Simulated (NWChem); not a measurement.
# GeI$_{2}$, singlet; SMILES [I][Ge][I]

```xyz
3

Ge     0.0000     0.0000     1.2285
I      1.9992     0.0000    -0.3712
I     -1.9992     0.0000    -0.3712
```
Atoms are numbered in this order, from 1.

All runs: NWChem. Low-valent species are run as closed-shell singlets; no triplet was tried in these runs. Coordinates come from a PBE0/def2-SVP optimisation. def2 effective core potentials on I; no spin-orbit coupling. Static field.

### Question
Estimate the computed values for PBE/def2-SVPD. Quantities: isotropic polarisability (bohr³); anisotropy (bohr³).

### Answer
The isotropic polarisability (bohr³) is 115.0 and the anisotropy (bohr³) is 73.4.
